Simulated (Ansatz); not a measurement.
`O=COC(F)[SiH3]`, charge 0, multiplicity 1.

Question: Give a relaxed structure at PBE0-D4/def2-TZVP (the Gaussian-basis code of Ansatz). (Best estimate.)

Answer: Ansatz gave: 
Z-matrix (Å, degrees):
```
C
F 1 1.377
Si 1 1.911 2 109.9
O 1 1.411 2 108.1 3 -118.2
H 1 1.094 2 106.9 3 124.4
H 3 1.484 1 108.0 2 178.6
H 3 1.482 1 108.8 2 -61.1
H 3 1.483 1 107.9 2 59.4
C 4 1.351 1 116.8 2 -87.7
O 9 1.190 4 126.0 1 -2.5
H 9 1.099 4 108.5 1 178.2
```
This is one stationary point; other conformers may exist.
